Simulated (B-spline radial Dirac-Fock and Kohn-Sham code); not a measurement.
ΔSCF core binding energies without Breit or QED terms, calculated with a radial B-spline solver.

A sound run for Nd⁶⁺, [Kr] 4d10 4f2 5s2 5p4: The ground state converged in 10 iterations, with total energy -9617.03371 Ha, virial ratio 1.92732 and highest orbital energy -92.67 eV. ΔSCF binding energies: K (1s) 43837.7 eV, L3 (2p3/2) 6318.6 eV, M5 (3d5/2) 1077.3 eV.

A second run, with one unsound setting: The ground state converged in 10 iterations, with total energy -9497.25190 Ha, virial ratio 1.90550 and highest orbital energy -97.59 eV. ΔSCF binding energies: K (1s) 44336.2 eV, L3 (2p3/2) 6557.1 eV, M5 (3d5/2) 1242.3 eV.

```
iter   energy (Ha)        error
   1    -9461.67910919  6.35e+00
   2    -9495.79857517  1.05e+00
   3    -9496.95234221  4.10e-01
   4    -9497.19094431  1.70e-01
   5    -9497.25002369  4.36e-02
   6    -9497.25189031  2.22e-03
   7    -9497.25190445  2.81e-04
   8    -9497.25190467  1.87e-05
   9    -9497.25190467  6.44e-07
  10    -9497.25190467  2.65e-08
```

Question: Which fault fits the second run best?
A. too few iterations
B. unbound anion
C. functional not served
D. mesh too coarse

Answer: D. The input had h = 0.9: h is too large to resolve the orbitals.
